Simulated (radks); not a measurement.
Spherical jellium clusters: N electrons in a uniform positive sphere of charge N and radius rs N^(1/3), rs = 2.79 bohr. Calculated with a radial shooting solver with Libxc functionals: non-relativistic Kohn-Sham, PBE, spin-polarised, spherical densities. Levels are named by radial order and angular momentum (1s, 1p, 1d, 2s, ...), and open shells are averaged over m. Each electron was tried in the lowest free levels, single moves between levels near the top were tried too, and the lowest total energy was kept; such a search can miss a lower state. Energies include the self-energy of the background; IP and EA are vertical (highest electron removed, lowest free level filled), at fixed background; spill-out counts the electrons outside the background radius R, and alpha is the static dipole polarisability from linear response (closed shells only). A dash means not computed or, for alpha, an open shell; in EA it means that no bound solution was reached, which is typical of self-interaction and does not show that the anion is unstable. Real open-shell clusters deform, which this model forbids.

N                         open shells  2S  E/N (eV)  E(N+1) + E(N-1) - 2E(N) (eV)  EA (eV)
1                    1s(up 1, down 0)   1    -0.901                             -        -
2                                none   0    -1.476                         1.822        -
3                    1p(up 1, down 0)   1    -1.061                        -0.954        -
4                    1p(up 2, down 0)   2    -1.092                        -0.747        -
5                    1p(up 3, down 0)   3    -1.259                         0.572        -
6                    1p(up 3, down 1)   2    -1.276                        -0.723        -
7                    1p(up 3, down 2)   1    -1.391                        -0.497    1.962
8                                none   0    -1.540                         2.213        -
9                    1d(up 1, down 0)   1    -1.409                        -0.441        -
10                   1d(up 2, down 0)   2    -1.349                        -0.388        -
11                   1d(up 3, down 0)   3    -1.335                        -0.340        -
12                   1d(up 4, down 0)   4    -1.352                        -0.297    1.610
13                   1d(up 5, down 0)   5    -1.389                         0.484        -
14  1d(up 5, down 0) 2s(up 1, down 0)   6    -1.386                        -0.061        -
15                   1d(up 5, down 2)   3    -1.388                        -0.445    1.694
16                   1d(up 5, down 3)   2    -1.417                        -0.254    1.950
17                   1d(up 5, down 4)   1    -1.458                        -0.220    2.170
18                               none   0    -1.506                         0.195    2.049
19                   2s(up 1, down 0)   1    -1.539                         0.370    1.797
20                               none   0    -1.550                         1.094        -
21                   1f(up 1, down 0)   1    -1.508                        -0.227        -
22                   1f(up 2, down 0)   2    -1.480                        -0.208        -
23                   1f(up 3, down 0)   3    -1.464                        -0.192    1.401
24                   1f(up 4, down 0)   4    -1.457                        -0.177    1.578
25                   1f(up 5, down 0)   5    -1.458                        -0.164    1.739
26                   1f(up 6, down 0)   6    -1.465                        -0.152    1.887
27                   1f(up 7, down 0)   7    -1.477                         0.527    1.370
28                   1f(up 7, down 1)   6    -1.469                        -0.182    1.559
29                   1f(up 7, down 2)   5    -1.468                        -0.166    1.728
30                   1f(up 7, down 3)   4    -1.473                        -0.152    1.882
31                   1f(up 7, down 4)   3    -1.482                        -0.139    2.022
32                   1f(up 7, down 5)   2    -1.495                        -0.129    2.151
33                   1f(up 7, down 6)   1    -1.511                        -0.120    2.270
34                               none   0    -1.530                         0.500    1.834
35                   2p(up 1, down 0)   1    -1.534                        -0.097    1.988
36                   2p(up 2, down 0)   2    -1.539                        -0.077    2.117
37                   2p(up 3, down 0)   3    -1.547                         0.418    1.773
38                   2p(up 3, down 1)   2    -1.543                        -0.108    1.946
39                   2p(up 3, down 2)   1    -1.543                        -0.086    2.090
40                               none   0    -1.544                         0.588    1.489
41                   1g(up 1, down 0)   1    -1.531                        -0.123    1.599
42                   1g(up 2, down 0)   2    -1.522                        -0.116    1.702
43                   1g(up 3, down 0)   3    -1.515                             -    1.799

All shells are closed at N = 2, 8, 18, 20, 34, 40 (there: 1s2 1p6 1d10 2s2 1f14 2p6); the second difference of the energy has clear peaks (12 % above both neighbours; the first and last values, which can be the largest, are not judged, and half-filled shells can peak too) at N = 5, 8, 13, 20, 27, 34, 37, 40.
